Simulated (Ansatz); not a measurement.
`N[SiH2][GeH3]` + H–F → `F[SiH2][GeH3]` + NH₃ at 600 K and 1 bar (ligand exchange at the Si–N bond).

Computed with Ansatz on PBE0-D4/def2-TZVP structures; ΔE is electronic, products minus reactants. CCSD(T)/CBS adds triple-zeta CCSD(T) − MP2 to the extrapolated MP2 energy (def2 sets, frozen cores). This one scheme is used for every species. For Ge outer-core shells are correlated without core-valence functions, which leaves a few kJ/mol of doubt a bond. Scalar relativity is left out up to krypton. One conformer a species, not always the lowest.

```csv
species,CCSD(T)/CBS energy (Eh),H − E (kJ/mol),S (J/(mol·K))
`N[SiH2][GeH3]`,-2424.12162,234.0,430.6
H–F,-100.39570,42.3,194.0
`F[SiH2][GeH3]`,-2468.03899,164.2,400.7
NH₃,-56.50880,112.4,219.5
```

H − E and S are ideal-gas, rigid-rotor, harmonic terms from PBE0-D4/def2-TZVP, for one conformer and one mirror image of each species. 1 Eh = 2625.50 kJ/mol, R = 8.31446 J/(mol·K).

Question: By hand: ΔE, ΔH, ΔS and ΔG.

Answer: ΔE = (-2468.03899) + (-56.50880) − (-2424.12162) − (-100.39570) = -0.03047 Eh = -80.0 kJ/mol. Δ(H − E) = 164.2 + 112.4 − 234.0 − 42.3 = 0.3, so ΔH = -79.7 kJ/mol. ΔS = 400.7 + 219.5 − 430.6 − 194.0 = -4.4 J/(mol·K). ΔG = -79.7 − 600 × (-4.4)/1000 = -77.1 kJ/mol.

Question: By hand: the equilibrium constant, and the temperature at which ΔG would vanish if ΔH and ΔS stayed fixed.

Answer: log₁₀ K = −ΔG/(RT ln 10) = 6.7. ΔG = 0 at ΔH/ΔS = 18114 K, far beyond where these terms or the molecules hold.

The number of gas molecules stays the same, so ΔS is small and ΔH decides. A doubt of 5 kJ/mol in ΔE shifts log₁₀ K by 0.4 here. Other conformers and mirror images would add mixing entropy, several J/(mol·K) or more a flexible species. These are equilibria of isolated gas molecules and say nothing of rates. Largest T1 diagnostic: 0.012 (customary marks: 0.02 for closed shells, 0.045 for open ones).
